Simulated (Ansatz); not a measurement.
Coupled-cluster diagnostics for Sn₂Te₃, Ansatz.

Geometry of the singlet (PBE0-D4/def2-SVP):

Cartesian coordinates in Å:
```
Sn 1.448 0.652 1.833
Sn -0.102 -0.518 -2.367
Te 2.062 0.206 -0.818
Te -2.161 -0.516 -0.564
Te -1.246 0.175 1.916
```

In the def2 sets Sn, Te take a core potential; there is no spin–orbit coupling. Correlated methods freeze 20 core orbitals; core or outer-core shells of Sn, Te are correlated, in sets that lack core-valence functions. Another isomer (singlet) lies 0.42 eV lower at PBE0-D4/def2-TZVP; other spin states weren't run for this one.

Estimate the CCSD(T) correlation energy, the shares of MP2 and (T), T1 and the reference's ⟨S²⟩ for: charge 0, singlet, own geometry in def2-SVP; and the rough time on 4 threads of Arm Neoverse V2 on a shared host.


```tsv
state	basis	correlation (eV)	MP2 share (%)	(T) share (%)	T1	⟨S²⟩ (pure)	wall time
charge 0, singlet, own geometry	def2-SVP	-15.991	90.1	4.9	0.019	0.00 (0.00)	46 s
```
Customary marks for T1 are 0.02 (closed shells), 0.045 (open shells) and about 0.05 (3d metals). T1 stays under 0.02 throughout.
